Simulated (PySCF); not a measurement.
Correlation energy of Co³⁺ (cobalt, charge +3)

[Ar] 3d6, high-spin 5D determinant. All numbers are calculated (PySCF 2.14, the spin-free X2C one-electron Hamiltonian (Gaussian nucleus), in ANO-RCC-VTZP (6s5p3d2f1g, 59 functions)). Frozen: [Ne]; 14 electrons correlated.

| level | correlation energy (mhartree) |
| --- | --- |
| CCSD | -381.91 |
| (T) | -5.63 |
| CCSD(T) | -387.54 |

Diagnostics: T1 = 0.0054, D1 = 0.0114, largest double amplitude 0.030.

**Question.** Is a single reference adequate?

**Answer.** Yes: T1 lies below 0.03 and no double amplitude reaches 0.07.
